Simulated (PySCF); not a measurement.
Species: C2H5B2F2N.
Numbering: `[BH3-:1][N+:2]#[C:3][CH2:4][B:5]([F:6])[F:7]` (hydrogens: H8, H9, H10 on B1; H11, H12 on C4)

A GFN2-xTB structure was refined with PBE0-D3(BJ)/def2-SVP geometry optimisation, gas phase (PySCF). Its GFN2-xTB values:

```
 coordinate  GFN2-xTB
      B1–N2   1.477 Å
      B1–H8   1.173 Å
      N2≡C3   1.163 Å
      C3–C4   1.387 Å
      C4–B5   1.617 Å
     C4–H11   1.093 Å
      B5–F6   1.306 Å
   B1–N2–C3    178.6°
   N2–C3–C4    179.0°
   C3–C4–B5    114.1°
   C4–B5–F6    122.7°
   C4–B5–F7    122.0°
   F6–B5–F7    115.3°
C3–C4–B5–F6      148°
```

Problem. How do these coordinates change at the PBE0-D3(BJ)/def2-SVP level?

Solution. 
```
 coordinate  PBE0-D3(BJ)/def2-SVP (Å or °)  change
      C3–C4                          1.444  +0.057
      B1–N2                          1.531  +0.054
      B1–H8                          1.224  +0.051
      C4–B5                          1.583  -0.034
      N2≡C3                          1.151  -0.012
     C4–H11                          1.103  +0.010
      B5–F6                          1.312  +0.006
   C4–B5–F6                          118.9    -3.8
   F6–B5–F7                          118.9    +3.6
   C3–C4–B5                          115.0    +0.9
   B1–N2–C3                          179.2    +0.6
   C4–B5–F7                          122.3    +0.3
   N2–C3–C4                          178.9    -0.1
C3–C4–B5–F6                            166     +18
```

The energy falls by 5.3 kcal/mol over 16 energy and gradient evaluations, the largest force component goes from 0.0668 to 3.5e-04 Eh/bohr, and the atoms move by 0.145 Å rms after alignment. The bond that changes most is C3–C4 (ends: triply bonded carbon; sp3 carbon bound to boron), which lengthens by 0.057 Å. Bonds longer at the end by more than 0.005 Å: 6 of 11; shorter: 4. Among the dihedrals that turn most is H11–C4–B5–F7, from -158° to -140°. Rotational constants go from 6994, 1133, 1020 to 7430, 1114, 989.7 MHz.

The run used 123 basis functions and 105 SCF cycles in all. Hardware: Arm Neoverse V1, one thread, no GPU, shared host with 32 logical CPUs at a one-minute load of 25. Cost: 85 s of wall time, 0.48 GiB resident at most.

Not checked by PBE0-D3(BJ)/def2-SVP frequencies. One conformer, not necessarily the lowest.
